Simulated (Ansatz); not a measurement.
Pulling on the Al1–H2 bond in C2H5Al (SMILES C=[CH][AlH2]) (multiplicity 1 held, fragments rigid). Energies count from the point at 1.582 Å.
Geometry at that point (charge 0, multiplicity 1):
```json
[
 {"atom": "Al", "x (Å)": "-0.1364", "y (Å)": "0.1629", "z (Å)": "1.1626"},
 {"atom": "H", "x (Å)": "-0.8151", "y (Å)": "1.5910", "z (Å)": "1.2176"},
 {"atom": "H", "x (Å)": "0.1783", "y (Å)": "-0.6444", "z (Å)": "2.4857"},
 {"atom": "C", "x (Å)": "0.2915", "y (Å)": "-0.5524", "z (Å)": "-0.5896"},
 {"atom": "C", "x (Å)": "0.0180", "y (Å)": "0.1449", "z (Å)": "-1.6988"},
 {"atom": "H", "x (Å)": "0.7594", "y (Å)": "-1.5259", "z (Å)": "-0.7301"},
 {"atom": "H", "x (Å)": "0.2417", "y (Å)": "-0.2199", "z (Å)": "-2.6984"},
 {"atom": "H", "x (Å)": "-0.4483", "y (Å)": "1.1257", "z (Å)": "-1.6579"}
]
```

R- and RO- levels are restricted; in cc, def2 and unpolarised 6-31G sets they are followed outwards from rest. U- levels take the lowest unrestricted solution at each point, which mixes spins at long bonds. Active spaces are followed from a long bond inwards. Curves can end on different states.

Frozen-core correlation.

Run with Ansatz (Gaussian basis) for Hartree–Fock, density functionals and correlated methods. Each number belongs to the level named beside it.

Energies in kcal/mol.

```csv
R (Å),R-HF/cc-pV(D+d)Z,U-MP2/cc-pV(D+d)Z,U-CCSD/cc-pV(D+d)Z,R-CCSD(T)/cc-pV(D+d)Z,"CASSCF(2,2)/cc-pV(D+d)Z","FIC-MRCISD+Q on CASSCF(2,2)/cc-pV(D+d)Z"
1.266,25.3,24.9,24.8,24.9,26.6,24.9
1.424,5.0,5.0,5.0,5.0,6.0,5.0
1.582,0.0,0.0,0.0,0.0,0.0,0.0
1.740,3.3,3.2,3.1,3.0,2.0,3.0
1.899,11.1,10.9,10.4,10.2,8.1,10.2
2.136,26.6,25.9,24.6,24.2,20.6,24.2
2.373,43.4,43.6,39.3,38.6,33.6,38.5
2.769,69.7,69.3,60.7,58.8,52.3,58.6
3.164,92.4,78.1,75.2,72.2,65.1,72.1
3.639,114.5,81.6,82.8,79.3,73.1,80.5
4.272,136.8,82.8,84.9,79.1,76.7,84.3
5.063,155.8,83.0,85.3,75.2,77.6,85.2
```

Doubts at one or more of the structures used: a restricted determinant that unrestricted orbitals would lower (R-HF/cc-pV(D+d)Z, R-CCSD(T)/cc-pV(D+d)Z); a spin-contaminated determinant (U-MP2/cc-pV(D+d)Z, U-CCSD/cc-pV(D+d)Z); T1 above 0.05 (U-CCSD/cc-pV(D+d)Z, R-CCSD(T)/cc-pV(D+d)Z); other coupled-cluster roots lie near (R-CCSD(T)/cc-pV(D+d)Z).

Ansatz is an electronic-structure program.
